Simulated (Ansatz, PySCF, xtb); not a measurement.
Dimer: CHN (SMILES C#N) (first 3 atoms) with GeH4 (SMILES [GeH4]); geometry from B3LYP-D3(BJ)/def2-TZVP, rigid monomers moved along the line of their centres of mass till H3···H8 is 2.03 Å.
(charge 0, multiplicity 1):
```xyz
8

C     -0.1556    -0.0408     0.5189
N     -0.3097     0.4319    -0.5140
H     -0.0117    -0.4775     1.4829
Ge     0.1025     0.0137     4.5015
H     -0.5488     1.2485     3.8629
H     -0.8127    -0.5639     5.5877
H      1.4674     0.3851     5.0934
H      0.3090    -1.0531     3.4077
```

Monomers are frozen at their geometry in the pair; levels with a basis set take the counterpoise correction. Rows marked so take none.

Rows in 3-21G, 6-31G* carry no dispersion term and start afresh at each structure (6-31G* with six Cartesian d functions); the Pople sets are all-electron and without relativity.

Programs: Ansatz (an electronic-structure program); PySCF for 3-21G rows, 6-31G* rows, the dispersion terms; xtb for the GFN methods. 

**Question.** One of these levels gives -37.5 meV for the interaction energy. Name it.
A) HF/3-21G (no counterpoise)
B) M06-2X/6-31G* (no counterpoise)
C) B3LYP-D3(BJ)/def2-TZVPPD
D) GFN1-xTB

**Answer.** C, B3LYP-D3(BJ)/def2-TZVPPD. The others give -62.9 (GFN1-xTB), 3.9 (HF/3-21G (no counterpoise)), -18.8 (M06-2X/6-31G* (no counterpoise))
